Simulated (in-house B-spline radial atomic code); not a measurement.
Successive ionisation energies of neodymium; each step leads to the configuration of the next row (after the last: [Ne] 3s2). NIST's values go from ground level to ground level; the uncertainty of those that are theory runs from under 0.1 % in few-electron ions to several per cent in heavy many-electron ones. Computed with a radial B-spline atomic code at the basis-set limit: non-relativistic Hartree-Fock, average of the configuration, point nuclei.

This level leaves out relativity, spin-orbit splitting included, which matters for heavy ions.

| ion | configuration | ionisation energy (eV) | tabulated value (eV) | tabulated kind | computed minus tabulated (eV) | highest orbital | largest mean radius (bohr) |
| --- | --- | --- | --- | --- | --- | --- | --- |
| Nd43+ | [Ne] 3s2 3p5 | 3438.9 | 3465 | tabulated theory | -26 | 3p | 0.25694 |
| Nd44+ | [Ne] 3s2 3p4 | 3533.6 | 3567 | tabulated theory | -33 | 3p | 0.25573 |
| Nd45+ | [Ne] 3s2 3p3 | ? | ? | tabulated theory | ? | ? | ? |
| Nd46+ | [Ne] 3s2 3p2 | ? | ? | tabulated theory | ? | ? | ? |
| Nd47+ | [Ne] 3s2 3p1 | 3823.0 | 3997 | tabulated theory | -174 | 3p | 0.25219 |

**Question.** Fill in the row of Nd45+.

**Answer.** ionisation energy (eV): 3629.2; tabulated value (eV): 3662; computed minus tabulated (eV): -33; highest orbital: 3p; largest mean radius (bohr): 0.25454.

**Question.** Fill in the row of Nd46+.

**Answer.** ionisation energy (eV): 3725.7; tabulated value (eV): 3891; computed minus tabulated (eV): -165; highest orbital: 3p; largest mean radius (bohr): 0.25336.
